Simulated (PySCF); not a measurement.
1,2,4-triazole (C2H3N3), SMILES c1nc[nH]n1.

Geometry optimised at PBE0-D3(BJ)/def2-SVP.

Computed with TDA-PBE/def2-SVPD (PySCF 2.14.0).

Vertical excitations. Gas-phase values at a fixed geometry. State labels are in the subgroup Cs.

Computed UV-visible absorptions:
```tsv
state	symmetry	energy (eV)	λ (nm)	f	main pairs
S1	A"	5.66	219	0.004	HOMO→LUMO 98 %
S2	A'	6.52	190	0.018	HOMO→LUMO+1 98 %
S3	A"	6.76	183	0.003	HOMO−1→LUMO+1 99 %
S4	A"	6.78	183	0.003	HOMO→LUMO+2 62 %, HOMO−3→LUMO 33 %
S5	A'	7.07	175	0.044	HOMO−1→LUMO 33 %, HOMO−1→LUMO+2 31 %, HOMO−2→LUMO 26 %, HOMO−2→LUMO+2 6 %
S6	A"	7.31	170	0.000	HOMO−3→LUMO 63 %, HOMO→LUMO+2 35 %
S7	A'	7.56	164	0.019	HOMO→LUMO+3 65 %, HOMO−1→LUMO 14 %, HOMO−2→LUMO 12 %
S8	A"	7.61	163	0.000	HOMO−2→LUMO+1 99 %
S9	A'	7.74	160	0.065	HOMO→LUMO+3 29 %, HOMO−3→LUMO+1 21 %, HOMO−1→LUMO 21 %, HOMO−2→LUMO 8 %
S10	A'	7.82	159	0.023	HOMO−3→LUMO+1 70 %, HOMO→LUMO+4 19 %
T1	A'	4.98	249	0	HOMO−1→LUMO 97 %
T2	A"	5.29	235	0	HOMO→LUMO 99 %
T3	A'	6.03	205	0	HOMO−2→LUMO 91 %
T4	A"	6.13	202	0	HOMO→LUMO+2 81 %, HOMO−3→LUMO 19 %
```
Triplets are in the Tamm–Dancoff approximation.
